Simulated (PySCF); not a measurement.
Mo(O)2(OH)2, SMILES [OH][Mo]([OH])(=[O])=[O] (H2MoO4) at its PBE0/def2-SVP optimised geometry (Å):

```
7

Mo    -0.6105    -0.8056     0.0000
O     -1.0627     0.8056     0.0000
O      1.0627    -0.8056     0.0000
O     -1.2635    -1.6727    -1.5104
H     -1.1280    -1.5022    -2.4487
O     -1.2653    -1.6704     1.5105
H     -1.1482    -1.4881     2.4491
```

Level of theory: PBE0/def2-TZVP, def2 effective core potentials past Kr run with PySCF 2.14.0. The core electrons that the potentials of Mo replace are not part of the density. Cells within 0.4 Å of a nucleus heavier than hydrogen are left out (blank, or x).

Map of the deformation density (molecule minus spherical neutral atoms) (e/bohr³) on the plane z = 1.5 Å:

```
|000000000000000000000000000|
|000000000000000000000000000|
|000000000000000000000000000|
|000000000000000000000000000|
|000000000000000000000000000|
|000000000000000000000000000|
|000000000000000000000000000|
|000000000000000000000000000|
|000000000000000000000000000|
|000000000000000000000000000|
|000000000000000000000000000|
|000000000000000000000000000|
|000000000000000000000000000|
|000000000000000000000000000|
|000000000000000000000000000|
|000000000000000000000000000|
|000000112210000000000000000|
|000001233331000000000000000|
|00001136xx32100000000000000|
|0000113xxx53100000000000000|
|00001139xx62100000000000000|
|000001136631100000000000000|
|000000112211000000000000000|
|000000011110000000000000000|
|000000000000000000000000000|
|000000000000000000000000000|
|000000000000000000000000000|
```
Scale: ten equal steps from -0.005 (start of '0') to 0.069 (end of '9'), in the order '0123456789'; x runs from -3.50 to 3.50, y from -3.50 (bottom) to 3.50 (top).
